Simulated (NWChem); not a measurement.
Everything below was run with NWChem. System: H$_{2}$ClNPb, charge 0, spin multiplicity 1, at a geometry optimised with PBE/def2-SVP with def2 effective core potentials on Pb. The structure started from a generated list of species. Level: G0W0@PBE0/def2-SVP with def2 effective core potentials on Pb, RI basis def2-svp-rifit, no spin-orbit coupling.

Input file:

```
start mol
memory heap 200 mb stack 700 mb global 1700 mb
geometry units angstroms nocenter noautoz
  Pb     0.239698    -0.360071     0.000000
  Cl    -1.939605     0.913761     0.000000
  N      1.414677     1.443972     0.000000
  H      2.437563     1.511784     0.000000
  H      0.977760     2.372284     0.000000
  symmetry group Cs
end
basis spherical
  * library def2-svp
end
ecp
  Pb library def2-ecp
end
basis "ri basis" bse spherical
  * library def2-svp-rifit
end
dft
  xc pbe0
  iterations 100
  direct
  tolerances tight
end
task dft energy
gw
  states alpha occ 4 vir 2
end
task dft gw
```

Output (cleaned and shortened):

```
             Northwest Computational Chemistry Package (NWChem) 7.3.0
             --------------------------------------------------------

                                NWChem Input Module
                                -------------------

 Scaling coordinates for geometry "geometry" by  1.889725989
 (inverse scale =  0.529177249)

 Turning off AUTOSYM since
 SYMMETRY directive was detected!

                             Geometry "geometry" -> ""
                             -------------------------

 Output coordinates in angstroms (scale by  1.889725989 to convert to a.u.)

  No.       Tag          Charge          X              Y              Z
 ---- ---------------- ---------- -------------- -------------- --------------
    1 Pb                  82.0000     0.23969800    -0.36007100     0.00000000
    2 Cl                  17.0000    -1.93960500     0.91376100     0.00000000
    3 N                    7.0000     1.41467700     1.44397200     0.00000000
    4 H                    1.0000     2.43756300     1.51178400     0.00000000
    5 H                    1.0000     0.97776000     2.37228400     0.00000000

 Effective nuclear repulsion energy (a.u.)     494.5518467006

            Nuclear Dipole moment (a.u.)
            ----------------------------
        X                 Y               Z
 ---------------- ---------------- ----------------
     0.0000245664    -0.0000245664     0.0000000000

      Symmetry information
      --------------------

 Group name             Cs
 Group number              2
 Group order               2
 No. of unique centers     5

      Symmetry unique atoms

     1    2    3    4    5


 Summary of "ao basis" -> "" (spherical)
 ------------------------------------------------------------------------------
       Tag                 Description            Shells   Functions and Types
 ---------------- ------------------------------  ------  ---------------------
 *                          def2-svp                  on all atoms

 Summary of "ri basis" -> "" (spherical)
 ------------------------------------------------------------------------------
[...]
     ---------------------------------

     L   x y z        total         alpha         beta         nuclear
     -   - - -        -----         -----         ----         -------
     0   0 0 0     -0.000000    -24.000000    -24.000000     48.000000

     1   1 0 0      1.410607     14.294198     14.294198    -27.177788
     1   0 1 0     -0.744659    -20.785383    -20.785383     40.826107
     1   0 0 1     -0.000000     -0.000000     -0.000000      0.000000

     2   2 0 0    -36.639558   -172.100640   -172.100640    307.561722
     2   1 1 0      2.328726     22.099038     22.099038    -41.869349
     2   1 0 1      0.000000      0.000000      0.000000      0.000000
     2   0 2 0    -33.234099    -87.244200    -87.244200    141.254301
     2   0 1 1     -0.000000     -0.000000     -0.000000      0.000000
     2   0 0 2    -33.660020    -16.830010    -16.830010      0.000000

 Task  times  cpu:        4.2s     wall:        4.2s

                                NWChem Input Module
                                -------------------

                                 NWChem GW Module
                                 ----------------

                             ***********************
                             ***        GW       ***
                             ***********************

 Summary of "ri basis" -> "ri basis" (spherical)
 ------------------------------------------------------------------------------
       Tag                 Description            Shells   Functions and Types
 ---------------- ------------------------------  ------  ---------------------
 Pb                      def2-svp-rifit             31      121   9s8p7d5f2g
 Cl                      def2-svp-rifit             20       62   8s5p5d2f
 N                       def2-svp-rifit             16       48   6s5p4d1f
 H                       def2-svp-rifit              6       14   3s2p1d

                 Memory Information
                 ------------------
          Available GA per process is          1700.0 MBs
          Available stack per process is        700.0 MBs
          Available heap per process is           0.0 MBs

          Peak memory in Initialization
              Peak GA per process is                  4.0 MBs
              Peak stack per process is               0.0 MBs
              Peak heap per process is                4.3 MBs
              Memory not in MA per process            0.0 MBs

          Peak memory in AFF Calculation
              Peak GA per process is                 14.0 MBs
              Peak stack per process is               8.5 MBs
              Peak heap per process is                0.0 MBs
              Memory not in MA per process            8.5 MBs

          Computing 2-center integrals
          Computing Inverse Cholesky factor
          Computing 3-center integrals
          Computing V_xc ...

          Computing Sigma_x
          Computing RPA polarizability
          Solving quasiparticle equations

                  Alpha Orbitals
          State     Energy (eV)     Error (eV)
          -----------------------------------
@GW        21         -9.470           0.003
@GW        22         -9.339           0.003
@GW        23         -8.969           0.003
@GW        24         -8.026           0.003
@GW        25          0.311           0.005
@GW        26          1.869           0.005

   Applying  -1.1241 eV scissor-shift to rest of particle states

   Applying   2.3672 eV scissor-shift to rest of hole states

     GW Timing Statistics
   ------------------------
   Init.   :          0.1s
     ERIs  :          0.2s
     Distr.:          0.0s
     Vxc   :          0.5s
   Sigma_x :          0.0s
   RPA     :          0.2s
   Wmn     :          0.0s
   Sigma_c :          0.0s
   GW total:          1.0s

 Task  times  cpu:        1.0s     wall:        1.0s

 Total times  cpu:        5.3s     wall:        5.3s
```
